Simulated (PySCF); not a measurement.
Sn(H)(NH2)3, H7N3Sn, SMILES [NH2][SnH]([NH2])[NH2] at its PBE0/def2-SVP optimised geometry (Å):

```
11

Sn    -0.3660    -1.2020     0.0000
N     -0.9498    -2.2690     1.6394
N     -0.9939    -2.0036    -1.7618
N     -1.3541     0.5838     0.0000
H      1.3541    -1.2020     0.0000
H     -1.8971    -2.0580     1.9477
H     -0.3310    -2.1662     2.4412
H     -0.5913    -2.9217    -1.9412
H     -2.0066    -2.1063    -1.8036
H     -1.0980     1.2020     0.7672
H     -1.2252     1.1012    -0.8681
```

Calculation: PBE0/def2-TZVP, def2 effective core potentials past Kr run with PySCF. The core electrons that the potentials of Sn replace are not part of the density.

Map of the Laplacian of the electron density (e/bohr⁵), clipped to [-1.50, 1.50] on the plane z = 0.8 Å:

```
|+++++++++++++++++++++++++++++++|
|+++++++++++++++++++++++++++++++|
|+++++++++++++++++++++++++++++++|
|+++++++++++++++++++++++++++++++|
|+++++++++++++++++++++++++++++++|
|+++++++++++++++++++++++++++++++|
|+++++++++++++++++++++++++++++++|
|+++++++++++++++++++++++++++++++|
|+++++++++++++++++++++++++++++++|
|++++++++++:-+++++++++++++++++++|
|+++++++++=  +++++++++++++++++++|
|++++++++++:=+++++++++++++++++++|
|+++++++++++++++++++++++++++++++|
|+++++++++++++++++++++++++++++++|
|+++++++++++++++++++++++++++++++|
|+++++++++++++++++++++++++++++++|
|+++++++++++++++++++++++++++++++|
|+++++++++++++++++++++++++++++++|
|++++++++++++*##*+++++++++++++++|
|+++++++++++*%@@#*++++++++++++++|
|+++++++++++*@@@%*++++++++++++++|
|+++++++++++*%@@%*++++++++++++++|
|++++++++++++*##*+++++++++++++++|
|+++++++++++++**++++++++++++++++|
|+++++++++++++++++++++++++++++++|
|+++++++++++++++++++++++++++++++|
|+++++++++++++++++++++++++++++++|
|+++++++++++++++++++++++++++++++|
|+++++++++++++++++++++++++++++++|
|+++++++++++++++++++++++++++++++|
|+++++++++++++++++++++++++++++++|
```
Scale: ten equal steps from -1.50 (start of ' ') to 1.50 (end of '@'), in the order ' .:-=+*#%@'; x runs from -3.50 to 3.50, y from -3.50 (bottom) to 3.50 (top).
